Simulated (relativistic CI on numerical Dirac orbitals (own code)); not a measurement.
## Energy levels of Re63+

Calculated at this level of theory: Dirac-Coulomb-Breit CI, separate exchange-only KLI orbitals for each configuration, a model potential for QED, unscaled Slater integrals (own radial code, finite nucleus).

Configurations in the expansion (outside the closed core [Ne]): 3s², 3s3p, 3p², 3s3d, 3d², 3p3d, 3p4s, 3d4s, 3s4s, 3s4p, 3s4d, 3s4f, 3s5s, 3s5p, 3s5d, 4s². Levels of other configurations are missing.

| No. | Configuration | Term | J | E (eV) | % | Landé g | Lifetime (s) | jj configuration (%) |
| --- | --- | --- | --- | --- | --- | --- | --- | --- |
| 1 | 3s² | ¹S | 0 | 0.00 | 99 |  |  | closed (99) |
| 2 | 3s3p | ³P° | 0 | 142.41 | 100 |  |  | 3s 3p1/2 (100) |
| 3 | 3s3p | ³P° | 1 | 158.62 | 72 | 1.343 | 5.26e-11 | 3s 3p1/2 (99) |
| 4 | 3p² | ³P | 0 | 340.80 | 69 |  | 7.43e-12 | 3p1/2^2 (99) |
| 5 | 3s3p | ³P° | 2 | 535.73 | 100 | 1.485 | 3.64e-09 | 3s 3p3/2 (100) |
| 6 | 3s3p | ¹P° | 1 | 574.20 | 72 | 1.125 | 3.41e-13 | 3s 3p3/2 (99) |
| 7 | 3p² | ¹D | 2 | 717.15 | 55 | 1.130 | 1.56e-12 | 3p1/2 3p3/2 (83) |
| 8 | 3p² | ³P | 1 | 719.45 | 100 | 1.487 | 4.61e-13 | 3p1/2 3p3/2 (100) |
| 9 | 3s3d | ³D | 1 | 753.79 | 100 | 0.486 | 5.50e-13 | 3s 3d3/2 (100) |
| 10 | 3s3d | ³D | 2 | 767.51 | 69 | 1.128 | 3.26e-13 | 3s 3d3/2 (82) |
| 11 | 3s3d | ³D | 3 | 842.41 | 100 | 1.320 | 3.71e-12 | 3s 3d5/2 (100) |
| 12 | 3s3d | ¹D | 2 | 860.39 | 70 | 1.046 | 1.97e-12 | 3s 3d5/2 (94) |
| 13 | 3p3d | ³F° | 2 | 907.29 | 75 | 0.747 | 1.86e-11 | 3p1/2 3d3/2 (100) |
| 14 | 3p3d | ³D° | 1 | 943.42 | 53 | 0.810 | 4.11e-13 | 3p1/2 3d3/2 (99) |
| 15 | 3p3d | ³P° | 2 | 1015.41 | 47 | 1.270 | 3.14e-12 | 3p1/2 3d5/2 (100) |
| 16 | 3p3d | ³F° | 3 | 1018.60 | 52 | 1.101 | 4.50e-12 | 3p1/2 3d5/2 (99) |
| 17 | 3p² | ³P | 2 | 1120.31 | 64 | 1.305 | 2.39e-13 | 3p3/2^2 (99) |
| 18 | 3p² | ¹S | 0 | 1140.03 | 68 |  | 2.44e-13 | 3p3/2^2 (99) |
| 19 | 3p3d | ³D° | 2 | 1314.26 | 51 | 1.031 | 2.65e-13 | 3p3/2 3d3/2 (99) |
| 20 | 3p3d | ³P° | 0 | 1324.64 | 100 |  | 2.53e-13 | 3p3/2 3d3/2 (100) |
| 21 | 3p3d | ³F° | 3 | 1324.85 | 48 | 1.083 | 2.86e-13 | 3p3/2 3d3/2 (97) |
| 22 | 3p3d | ³P° | 1 | 1325.21 | 59 | 1.100 | 2.56e-13 | 3p3/2 3d3/2 (100) |
| 23 | 3p3d | ³F° | 4 | 1390.80 | 100 | 1.237 | 5.39e-13 | 3p3/2 3d5/2 (100) |
| 24 | 3p3d | ³P° | 2 | 1403.05 | 46 | 1.229 | 4.34e-13 | 3p3/2 3d5/2 (99) |
| 25 | 3p3d | ³D° | 3 | 1422.41 | 61 | 1.191 | 4.23e-13 | 3p3/2 3d5/2 (98) |
| 26 | 3p3d | ¹P° | 1 | 1435.71 | 65 | 1.051 | 3.86e-13 | 3p3/2 3d5/2 (99) |
| 27 | 3d² | ³F | 2 | 1521.57 | 73 | 0.758 | 2.90e-13 | 3d3/2^2 (99) |
| 28 | 3d² | ³P | 0 | 1549.13 | 70 |  | 2.61e-13 | 3d3/2^2 (99) |
| 29 | 3d² | ³F | 3 | 1605.69 | 100 | 1.070 | 5.16e-13 | 3d3/2 3d5/2 (100) |
| 30 | 3d² | ³P | 2 | 1618.23 | 50 | 1.165 | 4.70e-13 | 3d3/2 3d5/2 (99) |

Energies count from the lowest computed level; ° marks odd parity; lifetimes are radiative, by E1, M1, E2, M2 decay to levels of this space only; some are left blank where a channel outside the calculation adds to the decay or the decay crosses a small, uncertain gap. Filled j subshells are mostly left out of the jj labels.

The mean weight of the leading LS term, summed over parents, in these 30 levels is 73 %, and that of the leading jj configuration (from the same eigenvectors) 98 %, so jj coupling describes them better and the LS labels are nominal.

At this charge energies of transitions that change n are usually good to better than 1 %, and those within a shell (Δn = 0) to a few per cent.

LS names give the leading component of a level, which can be under half, so a name can repeat, a term be missing and a line seem to break the LS rules.
